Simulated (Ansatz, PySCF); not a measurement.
F₃Sc, charge -1, doublet, geometry from GFN2-xTB (such geometries of metal compounds can be far from the true shape) (the multiplicity is a formal guess) (in this run its highest filled SCF level lies above zero, so its values depend strongly on the basis, on diffuse functions most of all). Base run: PySCF with BHANDHLYP/STO-3G.

Geometry (Å):
```xyz
4

Sc     0.0000     0.0000     0.0000
F     -1.5579    -0.9655     0.0659
F     -0.0010     1.6958    -0.6984
F      1.5589    -0.7303     0.6325
```
Charge -1, spin multiplicity 2.
Orbitals are unrestricted.
All else is at PySCF's defaults.

The same geometry, method and basis name were run in Ansatz (a program for electronic structure) and PySCF, at each program's defaults and at the settings that a row names. The base is PySCF at its defaults. Differences at the defaults can come from grids, fitting, cores and function types together.

```json
[
 {"code and settings": "PySCF, defaults (exact integrals, its default grid, spherical functions)", "ΔE vs base (µEh)": "0.0", "basis functions": "33", "E (Eh)": "-1048.32958", "SCF cycles": "9"},
 {"code and settings": "Ansatz, defaults (factorised integrals, its default grid, spherical functions)", "ΔE vs base (µEh)": "-3.8", "basis functions": "33", "E (Eh)": "-1048.32959", "SCF cycles": "-"},
 {"code and settings": "PySCF, density fitting with def2-universal-jkfit", "ΔE vs base (µEh)": "-1435", "basis functions": "33", "E (Eh)": "-1048.33102", "SCF cycles": "9"},
 {"code and settings": "PySCF, fine grid", "ΔE vs base (µEh)": "-11.5", "basis functions": "33", "E (Eh)": "-1048.32959", "SCF cycles": "9"},
 {"code and settings": "Ansatz, high accuracy", "ΔE vs base (µEh)": "-10.3", "basis functions": "33", "E (Eh)": "-1048.32959", "SCF cycles": "-"}
]
```

Open shells are given as the SCF converged; they aren't shown to be the lowest states, and a large step between rows can be another state.
